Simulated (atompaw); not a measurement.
Which change was made? (Hg, PAW (atompaw))

```json
{
  "Element": "Hg (Z = 80)",
  "Generator": "atompaw 4.2.0.5",
  "Type": "PAW",
  "Functional": "PBE",
  "Relativity": "scalar-relativistic",
  "Frozen core": "[Xe] 4f14",
  "Valence charge": "12",
  "Reference configuration": "5d10 6s1 6p1",
  "Partial waves": "6s (bound): rc 2.20 bohr; 6s channel at 0.05 Ry: rc 2.20 bohr; 6p (bound): rc 3.00 bohr; 6p channel at 1.4 Ry: rc 3.00 bohr; 5d (bound): rc 3.00 bohr; 5d channel at 1.8 Ry: rc 1.95 bohr",
  "Local potential": "ultrasoft scheme with l = 3 at 0 Ry, radius 2.45 bohr",
  "Core correction": "smooth core density matched at 2.65 bohr",
  "Augmentation charge": "sinc compensation charge, radius 2.20 bohr; PAW radius 3.00 bohr; waves and projectors: custom rrkj vanderbiltortho"
}
```

Cutoffs, loose and tight: the cutoffs (Ry, on a coarse ladder) from which the occupation-weighted sum of valence levels, in a spherical-Bessel basis at the reference potential, stays within 10 and 1 mRy of its value at 400 Ry. They see the waves, projectors and local potential, not the compensation charge or the core.

The base gives: outcome: generated; cutoff, loose: 12 Ry; cutoff, tight: 18 Ry; bound ghosts: none.

Q: After one change the result is: outcome: generated; cutoff, loose: 10 Ry; cutoff, tight: 18 Ry; bound ghosts: none. Which change was it?
A. all radii scaled by about 1.06 (s 2.32, p 3.18, d 3.18 bohr); local potential ultrasoft scheme with l = 3 at 0 Ry, radius 2.60 bohr; augmentation sinc compensation charge, radius 2.32 bohr; PAW radius 3.18 bohr; waves and projectors: custom rrkj vanderbiltortho; core correction smooth core density matched at 2.80 bohr
B. all radii scaled by about 0.78 (s 1.72, p 2.34, d 2.34 bohr); local potential ultrasoft scheme with l = 3 at 0 Ry, radius 1.92 bohr; augmentation sinc compensation charge, radius 1.72 bohr; PAW radius 2.34 bohr; waves and projectors: custom rrkj vanderbiltortho; core correction smooth core density matched at 2.08 bohr
C. all radii scaled by about 0.87 (s 1.92, p 2.60, d 2.60 bohr); local potential ultrasoft scheme with l = 3 at 0 Ry, radius 2.12 bohr; augmentation sinc compensation charge, radius 1.92 bohr; PAW radius 2.60 bohr; waves and projectors: custom rrkj vanderbiltortho; core correction smooth core density matched at 2.30 bohr
D. all radii scaled by about 1.29 (s 2.82, p 3.86, d 3.86 bohr); local potential ultrasoft scheme with l = 3 at 0 Ry, radius 3.14 bohr; augmentation sinc compensation charge, radius 2.82 bohr; PAW radius 3.86 bohr; waves and projectors: custom rrkj vanderbiltortho; core correction smooth core density matched at 3.40 bohr

A: A. The others give: all radii scaled by about 0.78 (s 1.72, p 2.34, d 2.34 bohr); local potential ultrasoft scheme with l = 3 at 0 Ry, radius 1.92 bohr; augmentation sinc compensation charge, radius 1.72 bohr; PAW radius 2.34 bohr; waves and projectors: custom rrkj vanderbiltortho; core correction smooth core density matched at 2.08 bohr → outcome: failed: atompaw: The overlap operator has at least one negative eigenvalue! | all radii scaled by about 0.87 (s 1.92, p 2.60, d 2.60 bohr); local potential ultrasoft scheme with l = 3 at 0 Ry, radius 2.12 bohr; augmentation sinc compensation charge, radius 1.92 bohr; PAW radius 2.60 bohr; waves and projectors: custom rrkj vanderbiltortho; core correction smooth core density matched at 2.30 bohr → outcome: generated; cutoff, loose: 18 Ry; cutoff, tight: 30 Ry; bound ghosts: s | all radii scaled by about 1.29 (s 2.82, p 3.86, d 3.86 bohr); local potential ultrasoft scheme with l = 3 at 0 Ry, radius 3.14 bohr; augmentation sinc compensation charge, radius 2.82 bohr; PAW radius 3.86 bohr; waves and projectors: custom rrkj vanderbiltortho; core correction smooth core density matched at 3.40 bohr → outcome: generated; cutoff, loose: 8 Ry; cutoff, tight: 8 Ry; bound ghosts: none.
